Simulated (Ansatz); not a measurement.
`F[Si@H](Cl)[Si@@H](F)Cl` and `O[Si@H](Cl)[Si@H](F)Cl` differ in one atom or group (the configuration at a centre changes too).

Ansatz, PBE0-D4/def2-TZVP geometries, multiplicity 1. Each molecule was computed in one conformer, which needn't be the lowest.

```csv
property,`F[Si@H](Cl)[Si@@H](F)Cl`
size of the dipole moment (PBE/def2-TZVPP) / D,0.00
size of the dipole moment (B3LYP/def2-TZVPP) / D,0.00
HOMO–LUMO gap (B3LYP/def2-TZVPP) / eV,6.85
HOMO energy (PBE/def2-TZVPP) / eV,-7.23
HOMO–LUMO gap (ωB97M-V/def2-TZVPP) / eV,11.08
HOMO–LUMO gap (PBE/def2-TZVPP) / eV,5.09
```

What does the change do to each property? (Estimate.)

Ansatz gave: 
```tsv
property	`O[Si@H](Cl)[Si@H](F)Cl`	shift
size of the dipole moment (PBE/def2-TZVPP) / D	0.23	0.23
size of the dipole moment (B3LYP/def2-TZVPP) / D	0.18	0.18
HOMO–LUMO gap (B3LYP/def2-TZVPP) / eV	6.65	-0.20
HOMO energy (PBE/def2-TZVPP) / eV	-6.91	0.32
HOMO–LUMO gap (ωB97M-V/def2-TZVPP) / eV	10.86	-0.22
HOMO–LUMO gap (PBE/def2-TZVPP) / eV	4.92	-0.17
```

With PBE0 the HOMO rises by 0.32 eV and the LUMO rises by 0.13 eV, so the gap narrows by about 0.19 eV. PBE moves the HOMO by 0.32 eV and ωB97M-V by 0.32 eV.

B3LYP here is the variant with VWN-RPA as its local correlation; programs differ in this.
